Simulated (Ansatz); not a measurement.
Coupled-cluster diagnostics for AlCl2(SiH3) (AlSiH3Cl2), Ansatz.

Geometry of the singlet (PBE0-D4/def2-SVP):

Cartesian coordinates in Å:
```
Al -0.668 -0.995 0.484
Cl -0.987 -1.212 2.548
Cl -1.527 -2.461 -0.752
Si 0.601 0.867 -0.426
H 1.254 0.477 -1.713
H 1.647 1.309 0.547
H -0.321 2.016 -0.688
```

Correlated methods freeze 20 core orbitals.

(1) Estimate the CCSD(T) correlation energy, the shares of MP2 and (T), T1 and the reference's ⟨S²⟩ for: charge 0, singlet, own geometry in def2-TZVPP; and the rough time on 4 threads of Arm Neoverse V2 on a shared host.

## Answers

(1) 
```json
{"state": "charge 0, singlet, own geometry", "basis": "def2-TZVPP", "correlation (eV)": "-17.881", "MP2 share (%)": "86.9", "(T) share (%)": "3.9", "T1": "0.011", "⟨S²⟩ (pure)": "0.00 (0.00)", "wall time": "34 s"}
```
Customary marks for T1 are 0.02 (closed shells), 0.045 (open shells) and about 0.05 (3d metals). T1 stays under 0.02 throughout.
